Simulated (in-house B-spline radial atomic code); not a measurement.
Ga2+ is squeezed into an impenetrable sphere of radius R (the orbitals vanish at R). Method: non-relativistic r2SCAN, spin-polarised, spherical fractional occupations, point nucleus. Calculated with a B-spline radial code for spherical atoms.

Energies in eV above the free ion in [Ar] 3d10 4s1:

| R (bohr) | highest level (eV) | [Ar] 3d10 4s1 | [Ar] 3d10 4d1 | [Ar] 3d9 4s1 4f1 |
| --- | --- | --- | --- | --- |
| 9.19 | -26.6 | 0 | 18.1 | 43.26 |
| 6.33 | -26.6 | 0.00705 | 18.87 | 45.73 |
| 5.02 | -26.4 | 0.1261 | 21 | 49.79 |
| 4.24 | -25.8 | 0.6296 | 24.41 | 55.16 |
| 3.72 | -24.5 | 1.777 | 28.9 | 61.7 |
| 3.05 | -19.6 | 6.802 | 41.12 | 78.58 |
| 2.76 | -14.7 | 12.44 | 51.34 | 92.26 |
| 2.06 | 20.1 | 62.01 | 116.3 | 175.5 |
| 1.77 | 61.4 | 134.6 | 194.9 | 272.7 |
| 1.24 | 307 | 738.7 | 779.9 | 963.9 |

**Question.** Does [Ar] 3d10 4d1 fall below [Ar] 3d10 4s1 under compression?

**Answer.** No, it stays above over the whole range.

**Question.** Does [Ar] 3d9 4s1 4f1 fall below [Ar] 3d10 4s1 under compression?

**Answer.** No, it stays above over the whole range.

The highest level is first positive in the row R = 2.06 bohr, pushed up by confinement above the zero of the free ion's potential. Each configuration is held fixed and needn't be the lowest in the sphere.
